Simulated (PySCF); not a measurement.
# Ionisation energy of K by level of theory

K [Ar] 4s1 (2S) → K⁺ [Ar] (1S), as a difference of total energies. Calculation: PySCF 2.14, in def2-TZVPPD; the non-relativistic Hamiltonian (point nucleus). Correlated levels: valence and next inner shell: [Ne] frozen. The calculations carry no spin-orbit coupling.

| method | ionisation energy (eV) | difference from reference (eV) |
| --- | --- | --- |
| UHF | 4.009 | -0.332 |
| LDA | 4.516 | +0.175 |
| PBE | 4.438 | +0.097 |
| PBE0 | 4.370 | +0.029 |
| r2SCAN | 4.241 | -0.100 |
| BLYP | 4.419 | +0.078 |
| r2SCANh | 4.250 | -0.091 |
| revPBE | 4.381 | +0.040 |
| PBEsol | 4.363 | +0.022 |
| MP2 (valence and next inner shell) | 4.240 | -0.101 |
| SCS-MP2 (valence and next inner shell) | 4.193 | -0.148 |

Reference: 4.341 eV (measured; NIST Atomic Spectra Database, ionization energies).

These non-relativistic numbers lack the scalar-relativistic shift.

Errors of the correlated levels include the incompleteness of this basis and the frozen core.
